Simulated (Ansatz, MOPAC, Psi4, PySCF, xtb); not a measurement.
Pair of molecules: C2H6 (SMILES CC) (first 8 atoms) with CH3Br (SMILES CBr); geometry from B3LYP-D3(BJ)/def2-TZVP, rigid monomers moved along the line of their centres of mass till C2···H11 is 2.67 Å.
(charge 0, multiplicity 1):
```xyz
13

C      0.716    -0.471     0.110
C     -0.540     0.300     0.506
H      0.530    -1.122    -0.747
H      1.077    -1.095     0.929
H      1.527     0.209    -0.158
H     -0.894     0.929    -0.313
H     -0.348     0.950     1.361
H     -1.356    -0.376     0.772
C      0.172    -1.069     3.673
Br     1.442     0.420     3.652
H     -0.563    -0.883     2.898
H     -0.288    -1.094     4.655
H      0.729    -1.978     3.477
```

```
level                           interaction energy (kcal/mol)
------------------------------  -----------------------------
PM3                                                     -0.51
PM6                                                     -0.51
GFN1-xTB                                                -0.30
GFN2-xTB                                                -0.64
HF/3-21G (no counterpoise)                               1.50
HF/aug-cc-pVDZ                                           2.98
PBE/def2-TZVPPD                                          0.72
PBE-D3(BJ)/def2-TZVPPD                                  -1.22
BP86/6-31G* (no counterpoise)                            1.92
r2SCAN-D3(BJ)/def2-TZVPPD                               -1.04
r2SCAN-D4/def2-TZVPPD                                   -0.89
B3LYP/6-31G*                                             1.98
B3LYP/6-31G* (no counterpoise)                           1.54
wB97X-V/def2-TZVPPD                                     -1.04
wB97M-V/def2-TZVPPD                                     -1.19
MP2/6-31G* (no counterpoise)                            -0.04
MP2/aug-cc-pVDZ                                         -0.71
CCSD/aug-cc-pVDZ                                        -0.03
CCSD(T)/aug-cc-pVDZ                                     -0.48
SAPT0/aug-cc-pVDZ                                       -1.19
```

The rows run from -1.22 (PBE-D3(BJ)/def2-TZVPPD) to 2.98 kcal/mol (HF/aug-cc-pVDZ). In aug-cc-pVDZ the value moves HF 2.98, MP2 -0.71, CCSD -0.03, CCSD(T) -0.48, a shift of -3.47 from HF to CCSD(T). The dispersion term adds -1.94 in PBE-D3(BJ). The 3 functionals in def2-TZVPPD without D3 or D4 span 1.91, from wB97M-V to PBE.

Counterpoise-corrected where a basis set is named; no monomer relaxation. Rows marked so take none.

Correlated levels freeze the cores. Filled d and f shells under p-block atoms count as core. Rows in 3-21G, 6-31G* carry no dispersion term and start afresh at each structure (6-31G* with six Cartesian d functions); the Pople sets are all-electron and without relativity. MP2/6-31G* freezes PySCF's default core, which leaves 3d correlated. The state that PM3, PM6 reach isn't checked.

Run with Ansatz (a program for electronic structure) with Gaussian orbitals; MOPAC for PM3, PM6 (differences of heats of formation); Psi4 for SAPT; PySCF for 3-21G rows, 6-31G* rows, the dispersion terms; xtb for the GFN methods. Each number belongs to the level named beside it.
